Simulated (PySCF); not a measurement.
**Os²⁺ (osmium, charge +2) across methods**

[Xe] 4f14 5d5 6p1, high-spin 7P determinant (an excited configuration). Computed with PySCF 2.14 in aug-cc-pwCVTZ-PP with ECP60MDF, with a scalar-relativistic core potential.

```json
{"method": "BHandHLYP", "E (hartree)": "-89.4573", "mean ε 5p β (eV)": "-74.800", "mean ε 5d α (eV)": "-31.229", "mean ε 6p α (eV)": "-17.111", "Σ⟨r²⟩ (bohr²)": "38.44", "⟨S²⟩": "12.000"}
{"method": "B3LYP", "E (hartree)": "-89.5849", "mean ε 5p β (eV)": "-72.118", "mean ε 5d α (eV)": "-29.236", "mean ε 6p α (eV)": "-16.542", "Σ⟨r²⟩ (bohr²)": "38.36", "⟨S²⟩": "12.000"}
{"method": "r2SCAN", "E (hartree)": "-89.6204", "mean ε 5p β (eV)": "-70.736", "mean ε 5d α (eV)": "-28.491", "mean ε 6p α (eV)": "-16.177", "Σ⟨r²⟩ (bohr²)": "38.16", "⟨S²⟩": "12.001"}
{"method": "PBE", "E (hartree)": "-89.5914", "mean ε 5p β (eV)": "-70.030", "mean ε 5d α (eV)": "-27.989", "mean ε 6p α (eV)": "-16.094", "Σ⟨r²⟩ (bohr²)": "38.31", "⟨S²⟩": "12.001"}
{"method": "PBE0", "E (hartree)": "-89.5665", "mean ε 5p β (eV)": "-72.435", "mean ε 5d α (eV)": "-29.784", "mean ε 6p α (eV)": "-16.728", "Σ⟨r²⟩ (bohr²)": "38.32", "⟨S²⟩": "12.001"}
{"method": "PW91", "E (hartree)": "-89.6311", "mean ε 5p β (eV)": "-70.122", "mean ε 5d α (eV)": "-28.047", "mean ε 6p α (eV)": "-16.161", "Σ⟨r²⟩ (bohr²)": "38.29", "⟨S²⟩": "12.001"}
{"method": "LDA", "E (hartree)": "-89.3629", "mean ε 5p β (eV)": "-70.019", "mean ε 5d α (eV)": "-28.019", "mean ε 6p α (eV)": "-16.260", "Σ⟨r²⟩ (bohr²)": "38.40", "⟨S²⟩": "12.000"}
```

Task: Estimate the same row for UHF.

Result: E (hartree) = -88.99378; mean ε 5p β (eV) = -78.274; mean ε 5d α (eV) = -34.445; mean ε 6p α (eV) = -18.253; Σ⟨r²⟩ (bohr²) = 38.80; ⟨S²⟩ = 12.002.

Energies and moments cover only the electrons outside the core potential. Spin-orbit coupling, absent here, splits the open shell strongly.
